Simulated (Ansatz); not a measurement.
The cluster Ga2S3. Total charge 0; singlet. Geometry B3LYP-D4/def2-SVP.

```xyz
5

Ga    0.461   -1.256   -2.127
Ga    0.125    0.675    0.824
S    -0.416   -1.559    0.340
S    -1.420    0.063   -0.836
S     1.250    2.078    1.800
```

Another isomer (singlet) lies 0.45 eV lower at PBE0-D4/def2-TZVP; other spin states weren't run for this one.

Question: Estimate the orbital energies around the gap (eV) in Ansatz with PBE-D4/def2-TZVP, r2SCAN-D4/def2-TZVP, PBE0-D4/def2-TZVP, BHLYP-D4/def2-TZVP, ωB97X-V/def2-TZVP.

Answer: 
```tsv
orbital	PBE-D4/def2-TZVP	r2SCAN-D4/def2-TZVP	PBE0-D4/def2-TZVP	BHLYP-D4/def2-TZVP	ωB97X-V/def2-TZVP
HOMO−9	-15.85	-16.55	-17.95	-19.88	-20.77
HOMO−8	-11.18	-11.62	-12.64	-13.85	-15.31
HOMO−7	-10.46	-10.85	-11.84	-13.00	-14.41
HOMO−6	-9.57	-9.98	-10.74	-11.62	-12.93
HOMO−5	-7.86	-8.16	-8.91	-9.80	-11.04
HOMO−4	-7.37	-7.67	-8.48	-9.46	-10.78
HOMO−3	-7.29	-7.63	-8.38	-9.24	-10.53
HOMO−2	-6.68	-7.00	-7.85	-8.82	-10.11
HOMO−1	-5.68	-5.94	-6.68	-7.54	-8.85
HOMO	-5.34	-5.60	-6.40	-7.31	-8.58
LUMO	-3.64	-3.61	-2.80	-2.07	-0.98
LUMO+1	-3.46	-3.39	-2.74	-1.66	-0.55
LUMO+2	-2.66	-2.50	-1.87	-1.00	0.08
LUMO+3	-2.25	-2.11	-1.62	-0.93	0.15
LUMO+4	-1.68	-1.49	-0.94	-0.11	0.96
LUMO+5	-1.13	-0.85	-0.37	0.46	1.56
```
